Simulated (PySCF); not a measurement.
Compound: C₇H₈N₂.
SMILES with atom numbers: `[H]/[N:1]=[CH:2]/[c:3]1[cH:4][cH:5][c:6]([NH2:7])[cH:8][cH:9]1` (hydrogens: H10 on N1; H11 on C2; H12 on C4; H13 on C5; H14, H15 on N7; H16 on C8; H17 on C9)

Geometry (GFN2-xTB, Å), atoms numbered from 1 in this order:
```
atom  x, y, z in Å
N1     3.2582   -0.5337    0.7202
C2     2.5226   -0.3357   -0.2885
C3     1.0924   -0.1336   -0.1562
C4     0.4781   -0.1591    1.0991
C5    -0.8767    0.0335    1.2230
C6    -1.6696    0.2609    0.0922
N7    -3.0124    0.5148    0.2205
C8    -1.0570    0.2891   -1.1643
C9     0.3008    0.0947   -1.2827
H10    4.2464   -0.6601    0.5160
H11    2.8929   -0.2991   -1.3254
H12    1.0988   -0.3384    1.9625
H13   -1.3446    0.0140    2.1973
H14   -3.4545    0.2508    1.0849
H15   -3.5809    0.4282   -0.6049
H16   -1.6621    0.4668   -2.0425
H17    0.7608    0.1188   -2.2611
```

The closed-shell SCF was solved with PySCF and density fitting under several settings on one GFN2-xTB geometry (grid level 2 and gas phase unless stated).

```csv
settings,basis functions,SCF cycles,E (Eh),HOMO (eV),LUMO (eV),dipole (D)
PBE0/pcSseg-1,193,14,-380.5601,-5.91,-0.80,3.08
PBE0/def2-SVPD,244,14,-380.3569,-5.98,-0.93,3.16
```

Problem. Estimate the rows for these settings: (1) B3LYP/IGLO-II; (2) B97-2/IGLO-II; (3) CAM-B3LYP/cc-pVDZ, grid level 3, fitting basis def2-universal-jkfit.

Solution. 
| settings | basis functions | SCF cycles | E (Eh) | HOMO (eV) | LUMO (eV) | dipole (D) |
| --- | --- | --- | --- | --- | --- | --- |
| B3LYP/IGLO-II | 246 | 14 | -381.1575 | -5.67 | -0.96 | 3.09 |
| B97-2/IGLO-II | 246 | 14 | -381.0101 | -5.64 | -0.82 | 3.09 |
| CAM-B3LYP/cc-pVDZ, grid level 3, fitting basis def2-universal-jkfit | 166 | 12 | -380.8624 | -6.78 | 0.59 | 2.89 |

Problem. Over all rows, what range does the HOMO–LUMO gap span?

Solution. From 4.71 eV (B3LYP/IGLO-II) to 7.37 eV (CAM-B3LYP/cc-pVDZ, grid level 3, fitting basis def2-universal-jkfit). The functional of the narrowest has 20 % exact exchange, that of the widest range-separated exact exchange.

Problem. And the dipole moment?

Solution. From 2.89 D (CAM-B3LYP/cc-pVDZ, grid level 3, fitting basis def2-universal-jkfit) to 3.16 D (PBE0/def2-SVPD); the largest is 1.09 times the smallest, and the median is 3.09 D.

Problem. Compare two rows with the functional PBE0: PBE0/pcSseg-1 and PBE0/def2-SVPD. Which energy is lower, and by how much?

Solution. PBE0/pcSseg-1 (193 functions) lies 0.2032 Eh or 128 kcal/mol below PBE0/def2-SVPD (244 functions). The smaller set gives the lower energy; the two sets aren't nested, so the variational bound doesn't order them by size.

Cycle counts include a coarse-grid stage where the run had one.

One conformer stands for the species.
